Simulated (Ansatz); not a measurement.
Cartesian coordinates (Å):
SMILES: [C-]#[N+]CC=C
```xyz
10

C      1.4984    -1.1804    -2.2572
N      1.2345    -0.6105    -1.2763
C      0.8889     0.0655    -0.0786
C     -0.4780    -0.3143     0.4012
C     -1.4232     0.5694     0.6745
H      0.9482     1.1426    -0.2525
H      1.6415    -0.1897     0.6749
H     -0.6552    -1.3783     0.5304
H     -2.3939     0.2618     1.0439
H     -1.2613     1.6341     0.5397
```
Charge 0, spin multiplicity 1.

These are frozen-core CCSD(T)/cc-pVTZ // PBE0-D4/def2-TZVP (Ansatz, a program for electronic structure) values and carry that method's errors.

```
Item                            Value
----------------------  -------------
HF energy               -208.84610 Ha
MP2 correlation energy    -0.81626 Ha
```

Problem. Estimate the CCSD correlation energy, the (T) correction, the total energy and the T1 diagnostic.

Solution. 
| Quantity | Result |
|---|---|
| CCSD correlation energy | -0.84839 Ha |
| (T) correction | -0.04083 Ha |
| CCSD(T) total energy | -209.73531 Ha |
| T1 diagnostic | 0.013 |
